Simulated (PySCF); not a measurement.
F₂GeH₂S₂. Atoms are numbered in the order given.

```xyz
7

F     -0.1273    -1.3594    -1.3202
Ge     0.0000     0.0000    -0.2660
F      0.1273     1.3594    -1.3202
S     -1.8400     0.0075     0.9010
S      1.8400    -0.0075     0.9010
H     -1.3752     0.9712     1.7217
H      1.3752    -0.9712     1.7217
```
Charge 0, spin multiplicity 1.

Geometry: ωB97X-D3(BJ)/def2-SVP. This is a generated structure with no PubChem entry under its InChIKey; it may be hypothetical. The values are those of a single conformer.

Computed with PBE0/def2-TZVP (PySCF).

Gas-phase values at a fixed geometry.

Computed frontier levels, gap, dipole moment and polarisability:
```json
{
 "highest_occupied_level": "-8.35 eV",
 "lowest_empty_level": "-1.30 eV",
 "orbital_gap": "7.05 eV",
 "dipole_moment": "3.10 D",
 "quadrupole, principal values (traceless, Buckingham form, about the centre of nuclear charge)": "-3.61, 1.66, 1.94 D·Å",
 "mean_static_polarisability": "63.0 bohr³ (9.34 Å³)",
 "polarisability_principal_values": "50.8, 58.7, 79.6 bohr³"
}
```
